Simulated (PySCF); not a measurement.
An unknown is described by computed data only.

Elements present: C, H and O. Monoisotopic mass: 104.0473 u.

| Property | Result |
| --- | --- |
| Dipole | 3.07 D [CAM-B3LYP/def2-SVPD] |
| NMR, other nuclei | isotropic shieldings of nuclei other than C and H, by class: -71 (1 O), 159 (1 O), 294 (1 O) ppm [GIAO PBE0/pcSseg-1] |
| 1H NMR | chemical shifts (computed TMS as zero) by class: 4.33 (1 H), 4.01 (3 H), 2.59 (1 H), 1.32 (3 H) ppm [GIAO PBE0/pcSseg-1] |
| UV, strongest line | among the 8 lowest singlet transitions: S5 at 8.35 eV (149 nm, f = 0.125) [TDDFT CAM-B3LYP/def2-SVPD] |
| Rotational structure | rotational constants A, B, C: 4.914, 1.852, 1.507 GHz [GFN2-xTB] |
| 13C NMR | chemical shifts (computed TMS as zero) by class: 186.6 (1 C), 70.5 (1 C), 54.3 (1 C), 25.7 (1 C) ppm [GIAO PBE0/pcSseg-1] |

Electronic properties: PySCF, gas phase, density fitting. Levels stand in brackets. Geometry: GFN2-xTB, one conformer, isolated molecule. NMR classes are plain means over equivalent atoms (diastereotopic ones count apart unless rotation or inversion swaps them), as if these changed places fast.

Q: Which formula fits the mass and the elements?

A: C4H8O3 (calculated 104.0473). No other formula that holds each of these elements comes within 0.0003 u with a fitting electron parity and a possible valence count.

Q: What is the compound? Reason from the data.

A: Numbering: `[CH3:1][O:2][C:3](=[O:4])[C@H:5]([CH3:6])[OH:7]`. Its formula, C4H8O3, gives 1 degree of unsaturation: 0 rings and 1 π bond in the structure found. 4 carbons fall into 4 classes; from least to most shielded: ester carbonyl carbon [C3] (186.6 ppm), carbinol carbon (C–OH) [C5] (70.5 ppm), methoxy carbon [C1] (54.3 ppm), methyl carbon [C6] (25.7 ppm). Hydrogen classes from least to most shielded: 1 H on a carbinol carbon (C–OH), C5 (4.33 ppm), 3 H on a methoxy carbon, C1 (4.01 ppm), 1 H on an alcohol oxygen, O7 (2.59 ppm), 3 H on a methyl carbon, C6 (1.32 ppm, a mean of values up to 0.7 ppm apart in this geometry). The other shieldings belong to: -71 ppm, ester carbonyl oxygen [O4]; 159 ppm, ester single-bonded oxygen [O2]; 294 ppm, alcohol oxygen [O7]. The optimised geometry has point group C1 and is an asymmetric top. Structure: `COC(=O)[C@H](C)O` (methyl lactate). Computed isomers that give other values at the same levels: `CO[C@H](C)C(=O)O` (rotational constant A: 3.604 GHz; this holds for the one conformer computed); `CCOC(=O)OC` (13C chemical shifts (computed TMS as zero) by class: 163.5 (1 C), 66.3 (1 C), 55.4 (1 C), 16.4 (1 C) ppm); `CC1OCOCO1` (13C chemical shifts (computed TMS as zero) by class: 102.7 (1 C), 96.2 (2 C), 23.6 (1 C) ppm). The assignments are read from this structure; whether some other isomer fits the data as well wasn't checked. The mirror image fits equally.

Conformer computed: `[CH3:1][O:2][C:3](=[O:4])[C@H:5]([CH3:6])[OH:7]`: C1–O2–C3–O4 0°, O2–C3–C5–C6 -71°, H–O7–C5–C3 23°.
